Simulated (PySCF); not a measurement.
CH₃AlF₂. Atoms are numbered in the order given.

```xyz
7

Al     0.0497     0.0435     0.0003
C     -1.4815    -1.1332    -0.0383
H     -1.2742    -2.0135    -0.6695
H     -2.3790    -0.6313    -0.4308
H     -1.7075    -1.5098     0.9732
F     -0.0049     1.6045    -0.5645
F      1.5165    -0.4502     0.6037
```

Geometry: B3LYP-D3(BJ)/def2-SVP. The isomer is the one that the SMILES or the coordinates give; other isomers of the formula were not compared.

Level of theory: PySCF with r2SCAN/def2-TZVPD.

Mulliken values depend strongly on the basis, most of all with diffuse functions as here. Atomic charges (e):

```json
[
 {"atom": "Al1", "Mulliken": "0.84", "meta-Löwdin": "1.35"},
 {"atom": "C2", "Mulliken": "-0.78", "meta-Löwdin": "-0.69"},
 {"atom": "H3", "Mulliken": "0.20", "meta-Löwdin": "0.15"},
 {"atom": "H4", "Mulliken": "0.25", "meta-Löwdin": "0.14"},
 {"atom": "H5", "Mulliken": "0.20", "meta-Löwdin": "0.15"},
 {"atom": "F6", "Mulliken": "-0.35", "meta-Löwdin": "-0.55"},
 {"atom": "F7", "Mulliken": "-0.36", "meta-Löwdin": "-0.55"}
]
```
